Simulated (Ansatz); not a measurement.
Reaction (ligand exchange at the Si–O bond): `CO[SiH2][SeH]` + HCl → `Cl[SiH2][SeH]` + CH₃OH

Isolated molecules relaxed with PBE0-D4/def2-TZVP in Ansatz; ΔE leaves out vibrations. CCSD(T)/CBS adds triple-zeta CCSD(T) − MP2 to the extrapolated MP2 energy (def2 sets, frozen cores). This one scheme is used for every species. Functionals use def2-TZVPP. For Se outer-core shells are correlated without core-valence functions, which leaves a few kJ/mol of doubt a bond. Scalar relativity is left out up to krypton. Each species was taken in one conformer, which may not be the lowest.

| species | PBE-QIDH energy (Eh) |
| --- | --- |
| `CO[SiH2][SeH]` | -2807.14481 |
| HCl | -460.58322 |
| `Cl[SiH2][SeH]` | -3152.10400 |
| CH₃OH | -115.62483 |

(1) Work out ΔE.

(2) What do rigid-rotor, harmonic-oscillator terms from PBE0-D4/def2-TZVP frequencies (298.15 K, 1 bar) make of the CCSD(T)/CBS value? (Best estimate.)

Largest T1 diagnostic among the species: 0.010.

## Answers

(1) ΔE = (-3152.10400) + (-115.62483) − (-2807.14481) − (-460.58322) = -0.00080 Eh = -0.5 kcal/mol. CCSD(T)/CBS gives +0.3 kcal/mol.

(2) Ansatz gave: ΔZPE = +2.2 kcal/mol, ΔH = +2.0 kcal/mol, ΔS = 17 J/(mol·K), ΔG = +0.8 kcal/mol. Modes under 50 cm⁻¹ make the entropy rough.

Leaving LDA and LC-ωPBE aside and taking each functional with its dispersion term where it has one, the values, not all of them listed here, spread over 3.0 kcal/mol, from HSE06-D4 to CAM-B3LYP-D4. LDA lies +2.2 kcal/mol from PBE without D4.
